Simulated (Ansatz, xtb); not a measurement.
**C5H5NOSi: which of two isomers lies lower**

We compare I, `N#Cc1cc([SiH3])co1`, a singlet, with II, `N#Cc1coc([SiH3])c1`, a singlet. Both are isolated molecules in the gas phase, relaxed with PBE0-D3(BJ)/def2-SVP.

Which of the two would you expect CCSD(T)/def2-SVP + ΔMP2/def2-TZVPP electronic energies to favour?

Too close to call at this level: CCSD(T)/def2-SVP + ΔMP2/def2-TZVPP gives E(II) − E(I) = −0.98 kcal/mol.

How the difference moves with the method:

```tsv
level	geometry	E(II) − E(I) (kcal/mol)	departure from the last row (kcal/mol)	job, with rough time for the two
GFN2-xTB	GFN2-xTB	−2.43	−1.46	optimisation, 0.41 s
HF/STO-3G	GFN2-xTB	−2.91	−1.93	single point, 1.7 s
r2SCAN-D4/def2-SVP	GFN2-xTB	−1.08	−0.10	single point, 9.9 s
PBE0-D3(BJ)/def2-SVP	PBE0-D3(BJ)/def2-SVP	−0.62	+0.36	optimisation, 4 min
HF/def2-SVP	PBE0-D3(BJ)/def2-SVP	−1.91	−0.93	part of the CCSD(T) run
MP2/def2-SVP	PBE0-D3(BJ)/def2-SVP	−0.65	+0.33	part of the CCSD(T) run
CCSD(T)/def2-SVP	PBE0-D3(BJ)/def2-SVP	−1.02	−0.05	single point
CCSD(T)/def2-SVP + ΔMP2/def2-TZVPP	PBE0-D3(BJ)/def2-SVP	−0.98		single point, 3.7 min
```

As drawn, both hold the same kinds of bond in the same numbers.

The largest departure from CCSD(T)/def2-SVP + ΔMP2/def2-TZVPP is that of HF/STO-3G, 1.93 kcal/mol. The last row adds to CCSD(T) the change of the MP2 difference between the two basis sets, here +0.05 kcal/mol.

With thermal terms from frequencies at re-optimised GFN2-xTB minima (ideal gas, soft modes damped towards free rotors, one conformer each, 298.15 K, 1 atm): on the last row, ΔE + ΔZPE = −1.01, ΔH = −0.98, ΔG = −1.05 kcal/mol.

The correlated steps freeze 12 core orbitals. Codes used: Ansatz 0.2.0, xtb 6.7.1; the last row on 2 threads of Intel(R) Xeon(R) Processor @ 2.50GHz (Skylake/Cascade Lake) on a shared host.
